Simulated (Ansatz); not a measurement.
A nudged elastic band was laid between two geometries of AsBFH₅Si (9 atoms, charge 0, multiplicity 1).

Computed with RKS BHLYP/def2-SVP (Ansatz).

- movable images: 5
- climbing image: yes
- spring: 5.0 eV/Å²
- optimiser: quadratic models (default)
- start path: through a guess of the saddle point
- force threshold: 0.05 eV/Å
- iteration limit: 60
- end points: relaxed

Initial state:

```xyz
9
Properties=species:S:1:pos:R:3
B -0.733 1.065 0.745
Si 0.817 0.443 -0.324
F 2.235 0.591 0.455
As 0.421 -1.889 -0.623
H -1.779 1.276 0.200
H -0.691 1.106 1.941
H 0.996 1.042 -1.664
H -0.838 -1.631 -1.429
H -0.340 -2.049 0.680
```

Final state:

```xyz
9
Properties=species:S:1:pos:R:3
B -0.699 0.761 0.307
Si 1.533 0.470 -0.992
F 2.404 0.267 0.378
As -0.186 -1.133 -0.278
H -1.636 1.182 -0.314
H -0.621 0.910 1.493
H 0.312 1.432 -0.194
H -1.105 -1.821 -1.222
H 0.085 -2.114 0.805
```

(1) Which bonds break or form, and what moves?

(2) What energy profile does the band end with?

(3) What is the geometry of the highest image?

(4) What are the harmonic wavenumbers there?

## Answers

(1) Bonds formed: B1–As4, B1–H7.

(2) It converged. The highest image is number 3 of 0 to 6, 158.5 kJ/mol above the first end and 86.4 kJ/mol above the last; the last end lies 72.1 kJ/mol above the first. A vibrational analysis at the climbing image gives one clearly imaginary mode, 581i cm⁻¹: a first-order saddle point.

```tsv
image	path coordinate (Å)	energy (kJ/mol)	B1–As4 (Å)	B1–H7 (Å)
0	0.00	0.0	3.45	2.97
1	1.05	5.5	2.97	3.00
2	2.09	73.1	2.37	2.74
3	3.14	158.5	2.14	2.05
4	3.98	95.8	2.26	1.30
5	4.82	85.0	2.08	1.30
6	5.65	72.1	2.05	1.31
```

(3) 
```xyz
9
Properties=species:S:1:pos:R:3
B -0.693 0.211 0.532
Si 1.390 0.411 -0.828
F 2.443 0.699 0.381
As 0.233 -1.553 -0.242
H -1.610 0.699 -0.055
H -0.260 0.600 1.573
H 0.342 1.486 -0.702
H -0.657 -1.543 -1.463
H -1.099 -1.056 0.786
```

(4) 581i, 164, 185, 267, 369, 412, 486, 617, 699, 782, 840, 867, 886, 1006, 1130, 1293, 1723, 2158, 2302, 2652, 2786 cm⁻¹.

The run took 4.7 min on 2 threads of Intel(R) Xeon(R) Platinum 8488C (Sapphire Rapids), with other jobs on the host, peak memory 0.25 GiB.
